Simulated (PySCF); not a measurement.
HMoO₃, SMILES [Mo+](=[O])(=[O])[OH], charge +1, multiplicity 1. Atoms are numbered in the order given.

```xyz
5

Mo     0.0669     0.2364     0.0000
O      0.8068    -0.4511    -1.2970
O      0.8068    -0.4511     1.2970
O     -1.6678    -0.2274     0.0000
H     -2.3785    -0.8931     0.0000
```
Charge +1, spin multiplicity 1.

The structure is a stationary point at PBE0-D3(BJ)/def2-SVP. The spin state was assumed, not searched. The isomer is the one that the SMILES or the coordinates give; other isomers of the formula were not compared. The def2 effective core potentials stand for the cores of Mo; spin–orbit coupling is left out. The values are those of a single conformer.

Level of theory: PBE/def2-TZVPD in PySCF.

Gas-phase values at a fixed geometry.

Computed frontier levels, gap, dipole moment and polarisability:
```yaml
highest_occupied_level: -14.07 eV
lowest_empty_level: -11.37 eV
orbital_gap: 2.70 eV
dipole_moment_about_the_centre_of_nuclear_charge: 3.66 D
mean_static_polarisability: 38.5 bohr³ (5.70 Å³)
polarisability_principal_values: 25.4, 42.9, 47.2 bohr³
```
